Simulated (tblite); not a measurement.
C₈H₉O (doublet state).
Numbering: `[CH3:1][C:2](=[O:3])[C@H:4]1[CH:5][C@@H:6]2[CH:7]=[CH:8][C@H:9]12` (hydrogens: H10, H11, H12 on C1; H13 on C4; H14 on C5; H15 on C6; H16 on C7; H17 on C8; H18 on C9)

A start from a force field or distance geometry was refined with GFN2-xTB geometry optimisation, gas phase (tblite). Values at the start:

```
 coordinate    start
      C1–C2  1.479 Å
     C1–H10  1.115 Å
      C2=O3  1.241 Å
      C2–C4  1.498 Å
      C4–C5  1.506 Å
      C4–C9  1.487 Å
      C5–C6  1.473 Å
     C5–H14  1.113 Å
      C6–C7  1.454 Å
      C6–C9  1.468 Å
     C6–H15  1.111 Å
      C7=C8  1.307 Å
     C7–H16  1.097 Å
      C8–C9  1.461 Å
     C8–H17  1.086 Å
     C9–H18  1.112 Å
   C1–C2–C4   122.2°
   C2–C4–C5   108.4°
   C2–C4–C9   117.8°
   O3–C2–C4   115.7°
   C4–C5–C6    89.6°
   C4–C9–C8   117.7°
   C5–C6–C7   119.9°
   C7–C8–C9    90.9°
C1–C2–C4–C5      60°
C2–C4–C5–C6     121°
C2–C4–C9–C8     159°
C5–C6–C9–C8     120°
```

How do these coordinates change at the GFN2-xTB level?

| coordinate | GFN2-xTB (Å or °) | change |
| --- | --- | --- |
| C6–C9 | 1.559 | +0.091 |
| C6–C7 | 1.522 | +0.068 |
| C4–C9 | 1.548 | +0.061 |
| C5–H14 | 1.071 | -0.042 |
| C8–C9 | 1.499 | +0.038 |
| C2=O3 | 1.206 | -0.035 |
| C9–H18 | 1.083 | -0.029 |
| C1–H10 | 1.087 | -0.028 |
| C1–C2 | 1.507 | +0.028 |
| C2–C4 | 1.523 | +0.025 |
| C6–H15 | 1.087 | -0.024 |
| C4–C5 | 1.482 | -0.024 |
| C7=C8 | 1.330 | +0.023 |
| C7–H16 | 1.074 | -0.023 |
| C8–H17 | 1.074 | -0.012 |
| C5–C6 | 1.480 | +0.007 |
| C1–C2–C4 | 113.4 | -8.8 |
| C5–C6–C7 | 111.2 | -8.7 |
| O3–C2–C4 | 122.9 | +7.2 |
| C2–C4–C5 | 103.4 | -5.0 |
| C4–C5–C6 | 94.4 | +4.8 |
| C2–C4–C9 | 113.3 | -4.5 |
| C4–C9–C8 | 113.4 | -4.3 |
| C7–C8–C9 | 94.4 | +3.5 |
| C1–C2–C4–C5 | 90 | +30 |
| C2–C4–C9–C8 | 173 | +14 |
| C2–C4–C5–C6 | 111 | -10 |
| C5–C6–C9–C8 | 111 | -9 |

The energy falls by 1.096 eV over 136 L-BFGS steps, the largest force on an atom goes from 4.49 to 0.009 eV/Å, and the atoms move by 0.391 Å rms after alignment. The bond that changes most is C6–C9 (both ends carbon bonded to 3 C and H), which lengthens by 0.091 Å. Bonds longer at the end by more than 0.005 Å: 8 of 19; shorter: 10. Among the dihedrals that turn most is H14–C5–C6–H15, from 122° to 42°. Rotational constants go from 4298, 1199, 1058 to 4262, 1148, 1102 MHz.

Hardware: one thread of an Arm Neoverse V2, no GPU, shared host with 48 logical CPUs at a one-minute load of 34. Cost: 0.76 s wall.

Its GFN2-xTB frequencies are all real (lowest 80 cm⁻¹). 3 starts were optimised and ended at 0.00, 0.01 and 2.59 kcal/mol (GFN2-xTB); the lowest of these is shown.

One conformer stands for the species.

All values are computed, not measured.
